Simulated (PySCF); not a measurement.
Se(SH)(SiMe3), SMILES C[Si](C)(C)[Se]S, singlet (GFN2-xTB optimised geometry):

```
16

Se    -1.776     0.136     0.000
S     -2.121     2.292     0.000
H     -2.376     2.419     1.304
Si     0.589     0.136     0.000
C      1.167     0.701    -1.726
C      1.045    -1.671     0.378
C      1.169     1.337     1.363
H      2.250     0.758    -1.779
H      0.829     0.014    -2.497
H      0.768     1.684    -1.964
H      0.601    -2.346    -0.348
H      0.697    -1.970     1.362
H      2.121    -1.806     0.347
H      0.792     1.042     2.339
H      0.818     2.346     1.163
H      2.252     1.368     1.419
```

Calculation: CAM-B3LYP/def2-TZVP in PySCF 2.14.0.

Question: What are the frontier orbital energies and the dipole moment?

Answer: HOMO-2 -10.05 eV, HOMO-1 -8.15 eV, HOMO -7.82 eV, LUMO 0.08 eV, LUMO+1 1.42 eV; dipole moment 2.41 D.

Meta-Löwdin charges at CAM-B3LYP/def2-TZVP: Se1 -0.17, S2 -0.17, H3 0.09, Si4 0.88, C5 -0.60, C6 -0.60, C7 -0.60, H8 0.12, H9 0.13, H10 0.13, H11 0.13, H12 0.13, H13 0.13, H14 0.13, H15 0.13, H16 0.12.
